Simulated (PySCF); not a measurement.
**Computed properties of CH8GeSi, SMILES C[SiH2][GeH3]**

CH8GeSi, SMILES [SiH2]([GeH3])C. Geometry: B3LYP-D3(BJ)/def2-SVP. This is a generated structure with no PubChem entry under its InChIKey; it may be hypothetical. One conformer was computed; it need not be the lowest. All values are computed for the isolated molecule unless a solvent is named; none is compared with measurement here.

**Structure.** The optimised structure has Cs symmetry. All 27 harmonic modes at B3LYP-D3(BJ)/def2-SVP (PySCF) are real, so it is a minimum. With heavy atoms numbered as in [SiH2:1]([CH3:2])[GeH3:3], the shortest bond between them is Si1–C2 at 1.890 Å and the longest Si1–Ge3 at 2.394 Å.

**Vibrations.** The strongest infrared lines (harmonic, unscaled, degenerate partners summed) lie at 795 cm⁻¹ (317 km/mol, H 94 %), 2205 cm⁻¹ (131 km/mol, H 96 %), 2118 cm⁻¹ (122 km/mol, H 99 %). The softest mode is at 84 cm⁻¹ and the zero-point energy is 47.9 kcal/mol.

**Electronic structure.** CAM-B3LYP/def2-TZVP (PySCF) places the frontier levels at -9.21 and 1.19 eV, a gap of 10.40 eV, and gives a dipole moment of 0.98 D and a mean polarisability of 74.6 bohr³. PBE/def2-TZVP (PySCF) at the same geometry gives -6.85 and -0.53 eV, so its gap is 4.08 eV narrower. An orbital gap is neither the optical nor the fundamental gap.

**Excitations.** TDA-B3LYP/def2-SVPD (PySCF) has S1 at 6.85 eV (181 nm, f = 0.022, weak); the most intense of the 10 singlets computed lies at 7.55 eV (f = 0.28). T1 (TDA) is at 6.26 eV, 0.59 eV under S1. TDA-PBE/def2-SVPD (PySCF) puts S1 at 6.51 eV. No vertical singlet excitation falls in the visible range (under 3.1 eV).

**NMR.** GIAO shifts at PBE0/pcSseg-1 (PySCF) (non-relativistic, atoms alike by connectivity averaged): ¹³C at -6.0 ppm against TMS; ¹H from 0.7 to 4.3 ppm against TMS; ²⁹Si at -63.6 ppm against TMS.
